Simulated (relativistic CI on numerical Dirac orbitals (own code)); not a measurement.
# Ru⁺: 4p photoemission

Computed with this model: Dirac-Coulomb-Breit CI, KLI orbitals optimised for each configuration, model QED, valence Slater integrals scaled by 0.8, multiplet model of photoemission in the sudden approximation; configurations [Kr] 4d7 → [Ar] 3d10 4s2 4p5 4d7; 80 K; Lorentzian 0.84 eV and Gaussian 0.6 eV FWHM. Energies are those of the free ion, without screening or charge transfer. The energies are binding energies and can lie tens of eV above those of solids. S is read from ⟨S²⟩ = S(S + 1).

Field parameters in Wybourne normalisation: Oh B⁴₀ = 21Dq, B⁴₄ = √(5/14) B⁴₀. The field is a parameter set, without covalency.

Peaks in eV (height, largest 100): 57.2 (100), 59.4 (72), 64.2 (58), 66.6 (14), 68.7 (19), 71.2 (50).

(1) Which surroundings give this spectrum?
A. Oh, 10Dq = 27700 cm⁻¹
B. Oh, 10Dq = 9500 cm⁻¹
C. Oh, 10Dq = 3450 cm⁻¹
D. Oh, 10Dq = 21650 cm⁻¹

Answers

(1) C. Oh, 10Dq = 3450 cm⁻¹, where the ground state has S = 1.49.
